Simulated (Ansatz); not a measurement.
The pair A = H2S (SMILES S) (first 3 atoms), B = C2H6 (SMILES CC); geometry from B3LYP-D3(BJ)/def2-TZVP.
(charge 0, multiplicity 1):
| atom | x (Å) | y (Å) | z (Å) |
|---|---|---|---|
| S | 0.1478 | 0.1232 | -0.1988 |
| H | 0.9034 | 0.4898 | 0.8480 |
| H | -0.2928 | -0.9752 | 0.4346 |
| C | -0.8168 | -0.1576 | 3.7483 |
| C | 0.7088 | -0.1226 | 3.7558 |
| H | -1.2160 | 0.1212 | 2.7714 |
| H | -1.2311 | 0.5361 | 4.4823 |
| H | -1.1915 | -1.1544 | 3.9894 |
| H | 1.1290 | -0.8289 | 3.0363 |
| H | 1.1087 | -0.3830 | 4.7376 |
| H | 1.0840 | 0.8718 | 3.5037 |

Frozen-core correlation.

Programs: Ansatz (Gaussian orbitals). 

Total energies (hartree), monomers frozen at their geometry in the pair:

| structure | PBE/def2-TZVPPD | MP2/aug-cc-pV(D+d)Z | CCSD(T)/aug-cc-pV(D+d)Z |
|---|---|---|---|
| AB | -478.9625222 | -478.4122549 | -478.4876427 |
| A in the pair's basis | -399.2293164 | -398.8596812 | -398.8887784 |
| B in the pair's basis | -79.7328282 | -79.5512455 | -79.5976422 |
| A | -399.2292605 | -398.8588642 | -398.8878965 |
| B | -79.7328092 | -79.5507403 | -79.5971433 |

Problem. Work out the interaction energy without and with the counterpoise correction, and the superposition error, for each level.

Solution. 
E(AB) − E(A) − E(B), times 627.509 kcal/mol, with the monomers in their own basis and then in the pair's basis:
- PBE/def2-TZVPPD: -0.28 uncorrected, -0.24 corrected; the monomers gain 0.05 kcal/mol from borrowed functions
- MP2/aug-cc-pV(D+d)Z: -1.66 uncorrected, -0.83 corrected; the monomers gain 0.83 kcal/mol from borrowed functions
- CCSD(T)/aug-cc-pV(D+d)Z: -1.63 uncorrected, -0.77 corrected; the monomers gain 0.87 kcal/mol from borrowed functions

Ansatz is a program for electronic structure.
